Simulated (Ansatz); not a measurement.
Consider the formal exchange of groups at the Si–O bond: `C[Si](O)(O)O` + `C=C([SiH3])OC=S` → `C[Si](O)(O)[SiH3]` + `C=C(O)OC=S`.

Program: Ansatz. Geometries: PBE0-D4/def2-TZVP. ΔE: electronic, gas phase. CBS: MP2 limit from def2 TZ/QZ plus the TZ coupled-cluster correction, frozen cores. One conformer a species, not always the lowest.

```tsv
species	CCSD(T)/CBS(def2) energy (Eh)
`C[Si](O)(O)O`	-556.45185
`C=C([SiH3])OC=S`	-879.72886
`C[Si](O)(O)[SiH3]`	-771.48390
`C=C(O)OC=S`	-664.62575
```

Work out ΔE.

ΔE = (-771.48390) + (-664.62575) − (-556.45185) − (-879.72886) = 0.07106 Eh = +44.6 kcal/mol.

Largest T1 diagnostic among the species: 0.016.

From PBE to PBE0 (25 % exact exchange), in def2-TZVPP and without D4, ΔE moves by +2.2 kcal/mol.
